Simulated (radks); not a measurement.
Q: These are the eigenvalues of the occupied orbitals of an atom or ion with whole-number occupations (hartree). Method: non-relativistic Kohn-Sham, PBE, spin-polarised, spherical densities, point nucleus; computed with a radial shooting solver on a logarithmic mesh with Libxc functionals.

orbital  eigenvalue
1s up      -6.63355
1s down    -6.62291
2s up      -0.36391
2s down    -0.31976
2p up      -0.14777

Which element is it, and in what charge state? The configuration may be excited. Open shells, if any, are filled with parallel spins first.

A: Z = 5, boron, charge 0: B in [He] 2s2 2p1. The list shows which subshells hold electrons but not how many an open one holds; the 1s level, -6.6336 hartree, gives Z - s = 3.6 by -(Z - s)^2/2, which with screening narrows Z to a few neighbours, and the depths of the outer levels then fix element, charge and occupations together.
